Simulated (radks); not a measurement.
Question: Dy3+, 63 electrons, occupied as [Xe] 4f9. Method: scalar-relativistic Kohn-Sham, MS2 meta-GGA, spin-polarised, spherical densities, finite nucleus; open shells are filled with parallel spins first (spin-orbit coupling, left out, can overturn this in heavy ions); meta-GGA in the generalised Kohn-Sham scheme; Fermi nuclear charge, rms radius 5.2218 fm; computed with a radial shooting solver on a logarithmic mesh with Libxc functionals. Some entries of the table are withheld. Estimate them.

orbital  occ.  eigenvalue (hartree)  <r^2> (bohr^2)  <r> (bohr)
1s up       1             -1974.430       0.0006091     0.02111
1s down     1             -1974.430       0.0006091     0.02111
2s up       1             -330.0829        0.009509     0.08971
2s down     1             -330.0802        0.009509     0.08971
2p up       3             -292.8006        0.007708     0.07946
2p down     3             -292.7983        0.007708     0.07946
3s up       1             -74.64314         0.06271      0.2343
3s down     1             -74.59096         0.06261      0.2341
3p up       3             -63.15099         0.06310      0.2333
3p down     3             -63.09003         0.06298      0.2331
3d up       5             -48.42165         0.05293      0.2123
3d down     5             -48.36412         0.05281      0.2121
4s up       1             -15.87836          0.3156      0.5290
4s down     1             -15.71981          0.3157      0.5291
4p up       3             -12.08470          0.3568      0.5603
4p down     3             -11.92149          0.3571      0.5605
4d up       5              -6.92494          0.4274      0.6072
4d down     5              -6.75111          0.4293      0.6083
5s up       1              -2.91500           1.810       1.270
5s down     1              -2.84834           1.864       1.289
5p up       3              -1.99864           2.438         (1)
5p down     3              -1.95134           2.504         (2)
4f up       7              -1.33417          0.8171      0.7963
4f down     2              -1.16653          0.8927      0.8250
5d up       0              -0.92078             (3)       2.086
5d down     0              -0.88683             (4)       2.134
6s up       0              -0.84151             (5)       3.014
6s down     0              -0.81577             (6)       3.096

Answer: 
(1) 5p up <r> (bohr): 1.469
(2) 5p down <r> (bohr): 1.490
(3) 5d up <r^2> (bohr^2): 5.003
(4) 5d down <r^2> (bohr^2): 5.246
(5) 6s up <r^2> (bohr^2): 10.11
(6) 6s down <r^2> (bohr^2): 10.66
